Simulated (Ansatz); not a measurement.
Input for Ansatz (a program for electronic structure): R-CCSD(T)/def2-TZVPPD on AlH2I (SMILES [AlH2][I]), atoms moved off the minimum. Elements past Kr take the def2 small-core potentials; no spin–orbit coupling. Files ending in .json are basis or fitting sets from the Basis Set Exchange. The run froze 14 orbitals, filled d shells among them.

Ansatz 0.2 input:
```yaml
crystal:
  periodic: [false, false, false]
  atoms:
    - {symbol: Al, position_ang: [-0.86123036, -1.56948625, 0.41773370]}
    - {symbol: H, position_ang: [-0.44178103, -2.57066037, 1.37245152]}
    - {symbol: H, position_ang: [-2.24375497, -1.60517228, -0.50248589]}
    - {symbol: I, position_ang: [0.40404122, 0.42847784, -0.05139421]}
basis:
  gaussian:
    orbitals: def2-TZVPPD.json
magnetization: {spin_polarized: false}
correlation: {method: ccsd_t, electrons: outside_noble_gas}
scf: {lower_state_search: off}
output: {forces: true}
```

Program output:

```
WARN ansatz: RAYON_NUM_THREADS=1 ignored (pool sized by the plan → 1); use --threads N
Functional definition: HF
these checks for a lower state are left out or cut short: starts, cluster_reference, orbital_swaps, neighbouring_geometries, increment
integrals: 0.29 GiB planned
983 factors; integrals over basis functions are off by at most 9.1e-4 eV
mean field: 0.38 GiB planned
mean field evaluation 1: about -14687.8608 eV, gradient 1.1e1 eV
mean field evaluation 2: about -14687.8894 eV, gradient 1.1e1 eV
mean field evaluation 4: about -14688.4916 eV, gradient 2.1e0 eV
mean field evaluation 8: about -14688.5040 eV, gradient 9.5e-2 eV
mean field -14688.50399407 eV, -539.7925655565 hartree, gradient 1.8e-6 eV, S^2 0.000000; 0 other end points of the search recorded, 0 dependent functions left out
14 core orbitals not correlated
reference -14688.50399407 eV, -539.7925655565 hartree; 6, 6 occupied and 121, 121 virtual orbitals, 983 factors
too little memory for Intel AMX tiles; the run may be slower
densities: 1.16 GiB planned
second order -5.97239487 eV of doubles, -0.00000000 eV of singles
coupled cluster: 0.68 GiB planned
cycle   1  -6.55360086 eV  change   -5.8e-1 eV  update   6.3e-2
cycle   2  -6.76997389 eV  change   -2.2e-1 eV  update   2.0e-2
cycle   3  -6.79485400 eV  change   -2.5e-2 eV  update   7.7e-3
cycle   4  -6.79183476 eV  change    3.0e-3 eV  update   2.6e-3
cycle   5  -6.79138280 eV  change    4.5e-4 eV  update   9.0e-4
cycle   6  -6.79135139 eV  change    3.1e-5 eV  update   3.1e-4
cycle   7  -6.79135888 eV  change   -7.5e-6 eV  update   9.9e-5
cycle   8  -6.79138839 eV  change   -3.0e-5 eV  update   3.3e-5
cycle   9  -6.79138488 eV  change    3.5e-6 eV  update   9.7e-6
cycle  10  -6.79138113 eV  change    3.8e-6 eV  update   3.0e-6
perturbative correction -0.23946655 eV, -0.0088002333 hartree
the calculation of the forces begins
mean field evaluation 16: about -14688.5040 eV, gradient 1.8e-6 eV
Total energy: -14695.53484174 eV, -540.0509444428 hartree
Atom 0 at    -0.861230    -1.569486     0.417734 Å, force    -2.071896     0.987974    -2.073938 eV/Å
Atom 1 at    -0.441781    -2.570660     1.372452 Å, force     0.686888    -1.556423     1.507769 eV/Å
Atom 2 at    -2.243755    -1.605172    -0.502486 Å, force     0.765132    -0.172630     0.637472 eV/Å
Atom 3 at     0.404041     0.428478    -0.051394 Å, force     0.619876     0.741080    -0.071303 eV/Å
Dipole moment:    -0.020447    -0.176564     0.103765 e Å
Checks for a lower state left out: starts, cluster_reference, orbital_swaps, neighbouring_geometries, increment
```

The run converged.

Cost: very roughly 50 core-seconds.
